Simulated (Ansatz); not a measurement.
V5O21H17, relaxed as a singlet with RKS PBE-D4/def2-SVP in Ansatz, starting from the GFN2-xTB geometry. Force threshold 0.03 eV/Å.

Single mean-field runs in def2-SVP are fitted with def2-universal-jkfit. The restricted singlet is unstable towards broken spin symmetry in Hartree–Fock (as tested in another run); at PBE-D4/def2-SVP this wasn't settled. In the singlet geometry the species has come apart into loosely held pieces.

Start:

```
atom    x (Å)    y (Å)    z (Å)
  V1   2.1986   0.2672  -1.3387
  V2  -0.1262  -0.5902   1.4595
  V3   3.0175  -0.3559   2.9634
  V4  -2.8450  -0.5018   0.5730
  V5  -1.2308   1.4117  -2.6229
  O6  -2.3505   2.7465  -2.7049
  O7   2.9116   0.2446  -2.8533
  O8   0.4518   1.7983  -3.1430
  O9  -1.5967   0.9388  -4.1622
 O10   2.1711   1.8520  -0.8629
 O11  -3.0590   1.0298   0.1385
 O12   1.1292  -1.5096   1.1128
 O13  -0.8213   1.7905  -1.1607
 O14  -1.8843  -0.1624  -1.9975
 O15   0.0014   0.8840   1.0188
 O16   0.8088  -0.5212  -1.4025
 O17   2.4280   0.8413   2.1005
 O18   3.2692  -0.3277  -0.4226
 O19  -3.2563  -3.2273   1.8187
 O20  -3.4158  -0.5242   2.1263
 O21  -3.7750  -1.4144  -0.2212
 O22  -0.5230  -0.6354   3.0161
 O23  -1.3589  -1.2457   0.6118
 O24   4.2522   0.2453   3.8970
 O25   2.0861  -1.0935   3.9155
 O26   3.7265  -1.5693   2.0521
 H27  -2.8407   2.9370  -3.5133
 H28   3.7920   0.0470  -3.1902
 H29   0.7562   1.5568  -4.0255
 H30  -1.7923   0.6047  -5.0424
 H31   1.5613   2.4583  -1.3034
 H32  -3.1380   1.8401  -0.3713
 H33   2.0068  -1.8792   0.9775
 H34  -0.5088   1.6506  -0.2262
 H35  -2.4180  -0.7426  -2.5530
 H36  -0.0980  -0.8416  -1.4042
 H37   1.9625   1.4899   1.5713
 H38  -2.3299  -3.1611   1.5546
 H39  -3.8083  -1.2472   2.6342
 H40  -3.7668  -3.2930   0.9994
 H41  -0.3324  -0.7101   3.9542
 H42   4.5913   0.2030   4.7964
 H43   4.1538  -1.2842   1.2306
```

Estimate the energy that the relaxation releases and the steps that it takes.

194.3 kcal/mol, in 27 steps; 2.7 min on 2 threads of AMD EPYC 7R13 on a shared host and a share (18 GiB) of an NVIDIA H100 80GB HBM3. No frequencies were taken in this run, so the end may be a saddle point.

Does the start keep its bonding and symmetry?

Bonds lost: V2–V3 (atoms count from 1). The end holds 3 separate pieces.

Predict the relaxed structure.


```xyz
43

V     2.9183    0.2141   -1.6640
V    -0.2576   -0.4911    2.1319
V     3.5426    0.2215    2.6659
V    -3.3786   -0.4888    0.7255
V    -1.0821    1.3887   -1.9989
O    -2.6983    2.2167   -1.9293
O     3.1063   -0.0531   -3.4151
O     0.2527    2.0944   -3.0048
O    -1.6547    0.3532   -3.3906
O     2.4672    1.8895   -1.3953
O    -3.5501    1.2159    0.4360
O     0.8023   -1.7210    1.5616
O    -0.4688    2.0399   -0.5597
O    -0.8250   -0.2530   -1.1048
O     0.2744    0.9587    1.5403
O     1.7044   -0.8680   -1.0425
O     2.8938    1.6340    1.8831
O     4.2618   -0.1162   -0.8539
O    -5.4042   -3.0836   -0.0150
O    -4.7797   -1.0832    1.5470
O    -3.3001   -1.3175   -0.6553
O    -0.0831   -0.4445    3.8627
O    -1.9230   -0.8304    1.7375
O     5.2010    0.5193    3.1806
O     2.5998   -0.2014    3.8827
O     3.4035   -1.1308    1.4924
H    -3.2527    1.8975   -2.6732
H     3.9873   -0.2856   -3.7650
H     0.2589    1.7326   -3.9144
H    -1.5074   -0.5915   -3.5747
H     1.7125    2.1849   -1.9796
H    -3.3232    1.6901   -0.4186
H     1.7895   -1.5865    1.3514
H    -0.1302    1.6323    0.3629
H    -1.4701   -0.9386   -1.3898
H     0.7066   -0.6940   -1.0586
H     1.9007    1.6627    1.7737
H    -4.9485   -3.8688    0.3453
H    -5.1997   -1.8897    1.0759
H    -4.7242   -2.6832   -0.6084
H     0.8677   -0.3476    4.1607
H     5.4926    0.3284    4.0931
H     3.8175   -0.9066    0.6014
```
Bond lengths (bridged metal pairs left out): 21 × O–V 1.60 to 1.89 Å; 17 × H–O 0.97 to 1.06 Å.
